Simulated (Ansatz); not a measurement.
Calculated with Ansatz (gas phase, PBE0-D4/def2-TZVP geometries, no zero-point term in ΔE). CBS: MP2 limit from def2 TZ/QZ plus the TZ coupled-cluster correction, frozen cores. Double bonds are as drawn, so ΔE can hold a change between cis and trans. Functionals use def2-TZVPP. One conformer a species, not always the lowest.

Consider the ligand exchange at the Si–C bond: `O/C(=C\F)[SiH2]F` + `C=C(S)S` → `C=C(S)S[SiH2]F` + `O/C=C\F`.

| level | ΔE (kJ/mol) | difference from CCSD(T)/CBS |
| --- | --- | --- |
| PBE-D4 | -62.6 | -0.8 |
| r2SCAN-D4 | -60.5 | 1.3 |
| B2PLYP | -57.5 | 4.3 |
| PBE | -58.8 | 3.0 |
| PBE0 | -60.1 | 1.7 |
| HF/def2-QZVPP | -55.9 | 5.9 |
| MP2/def2-QZVPP | -64.4 | -2.6 |
| SCS-MP2/def2-QZVPP | -61.1 | 0.7 |
| HF/CBS(def2) | -55.9 | 5.9 |
| MP2/CBS(def2) | -65.8 | -4.0 |
| CCSD(T)/CBS | -61.8 | 0 |

Largest T1 diagnostic among the species: 0.013.

The D4 term adds −6.1 kJ/mol with B3LYP and −3.5 kJ/mol with PBE0; it sums over pairs of atoms, weighted by their polarisabilities, and B3LYP, whose exchange is more repulsive, gets the larger term.

B3LYP here is the variant with VWN-RPA as its local correlation; programs differ in this.
